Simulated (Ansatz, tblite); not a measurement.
Spin states of the cluster Ga₂H₃ (the lowest doublet isomer of a short search), each relaxed with r2SCAN-D4/def2-TZVP in Ansatz. Electronic energies in the gas phase.

The xTB rows come from tblite. HSE06 is defined as in plane-wave codes, on full-range PBE exchange. Correlated methods freeze 18 core orbitals; core or outer-core shells of Ga are correlated, in sets that lack core-valence functions. The structure comes from a short search, and lower isomers may exist.

Doublet geometry (Cs within 0.1 Å):

```xyz
5

Ga    0.013    1.388   -0.265
Ga    0.043   -0.924    0.225
H    -0.440    2.734   -0.931
H     1.073   -1.804   -0.547
H    -0.689   -1.395    1.518
```

Quartet geometry (Cs within 0.1 Å):

```xyz
5

Ga   -0.8829   -0.7935   -1.0615
Ga    0.4172    0.6225    0.4623
H    -0.6737   -2.3064   -0.5332
H     1.3507    0.7896    1.6829
H    -0.2112    1.6878   -0.5505
```

⟨S²⟩: doublet 0.75 at PBE0-D4/def2-TZVP (pure 0.75), quartet 3.76 at PBE0-D4/def2-TZVP (pure 3.75).

Only these spin states were relaxed.

| level | quartet − doublet (kcal/mol) | lowest of these |
| --- | --- | --- |
| GFN1-xTB | 77.3 | doublet |
| HF/def2-TZVP | 43.1 | doublet |
| LDA (SPW92)/def2-TZVP | 50.1 | doublet |
| PBE-D4/def2-TZVP | 48.2 | doublet |
| r2SCAN-D4/def2-TZVP | 45.9 | doublet |
| PBE0-D4/def2-TZVP | 49.3 | doublet |
| HSE06-D4/def2-TZVP | 49.0 | doublet |
| ωB97X-V/def2-TZVP | 57.5 | doublet |
| RPA@PBE/def2-TZVP | 50.9 | doublet |
| MP2/def2-TZVPP | 52.5 | doublet |
| CCSD/def2-TZVPP | 52.3 | doublet |
| CCSD(T)/def2-TZVPP | 52.1 | doublet |

Change of the quartet − doublet gap on mixing in exact exchange, in kcal/mol: PBE to PBE0 (25 % exact exchange) 1.1.

The xTB methods have no term that favours high spin, so they put low spin too low.
